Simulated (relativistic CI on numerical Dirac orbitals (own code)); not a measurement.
# Radial parameters of Pt²⁹⁺

Computed by Dirac-Coulomb-Breit CI, orbitals from a KLI potential per configuration, model QED (radiative potential, 1s self-energy scaled to tabulated hydrogen-like ionisation energies), unscaled Slater integrals (own radial code, finite nucleus).

Slater integrals F^k, G^k are unscaled and averaged over j, outside the closed core [Ar] 3d10; ζ comes from projecting the Hamiltonian with its Breit term on Σ l·s of the shell.

- 4s2.4p6.4d10.4f3: F^2(4f,4f) = 257890, F^4(4f,4f) = 168070, F^6(4f,4f) = 122900, ζ(4f) = 11376 cm⁻¹; <r>(4f) = 0.4064, <r^2>(4f) = 0.1892 (bohr units).
- 4s2.4p6.4d9.4f4: ζ(4d) = 66148, F^2(4f,4f) = 257470, F^4(4f,4f) = 167790, F^6(4f,4f) = 122690, F^2(4d,4f) = 237250, F^4(4d,4f) = 154560, G^1(4d,4f) = 253190, G^3(4d,4f) = 171500, G^5(4d,4f) = 125080, ζ(4f) = 11273 cm⁻¹; <r>(4d) = 0.4226, <r^2>(4d) = 0.2044, <r>(4f) = 0.4069, <r^2>(4f) = 0.1898 (bohr units).
- 4s2.4p6.4d10.4f2.5s: F^2(4f,4f) = 260490, F^4(4f,4f) = 169870, F^6(4f,4f) = 124250, ζ(4f) = 11648, G^3(4f,5s) = 35213 cm⁻¹; <r>(4f) = 0.4029, <r^2>(4f) = 0.186, <r>(5s) = 0.7292, <r^2>(5s) = 0.5927 (bohr units).

Averages of the first 10 configurations, taken without configuration mixing, which lowers the lowest level and can move excited configurations by several eV; other configurations of the list can lie among them:

| Configuration | Parity | States | Average energy above the lowest level (eV) |
| --- | --- | --- | --- |
| 4s2.4p6.4d10.4f3 | odd | 364 | 15.7 |
| 4s2.4p6.4d9.4f4 | even | 10010 | 256.1 |
| 4s2.4p6.4d10.4f2.5s | even | 182 | 177.2 |
| 4s2.4p6.4d10.4f2.5p | odd | 546 | 250.4 |
| 4s2.4p6.4d10.4f.5s2 | odd | 14 | 350.2 |
| 4s2.4p5.4d10.4f4 | odd | 6006 | 498.8 |
| 4s2.4p6.4d10.4f.5s.5p | even | 168 | 420.3 |
| 4s2.4p6.4d10.4f2.5d | even | 910 | 345.5 |
| 4s2.4p6.4d10.4f.5p2 | odd | 210 | 496.5 |
| 4s2.4p6.4d10.4f.5s.5d | odd | 280 | 518.0 |
